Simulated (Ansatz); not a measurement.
Mulliken charges of CH3BCl2O (`OB(Cl)CCl`) from B3LYP/def2-TZVPP in Ansatz (PBE0-D4/def2-TZVP geometry).

```tsv
atom	x (Å)	y (Å)	z (Å)	charge (e)
O1	0.268	0.858	1.458	-0.216
B2	0.498	-0.147	0.608	0.201
Cl3	1.690	-1.367	1.042	-0.169
C4	-0.237	-0.310	-0.777	-0.118
Cl5	-1.411	1.008	-1.066	-0.172
H6	-0.405	1.459	1.107	0.203
H7	-0.784	-1.253	-0.824	0.136
H8	0.474	-0.304	-1.604	0.136
```

Q: By hand: the dipole of these point charges (1 e Å = 4.8032 D).

A: Σ q r = (-0.097, -0.036, -0.199) e Å, of length 0.224 e Å = 1.08 D.

Q: How does the dipole of the full density compare? (Estimate.)

A: Computed: (-0.130, -0.013, -0.226) e Å, 1.25 D; the point charges give 0.86 times that, at 7° from its direction.

Point charges leave out the atoms' own dipoles, such as those of lone pairs, and Mulliken's split depends on the basis, so the close match here is no proof of good charges.

B3LYP here is the variant with VWN-RPA as its local correlation; programs differ in this.
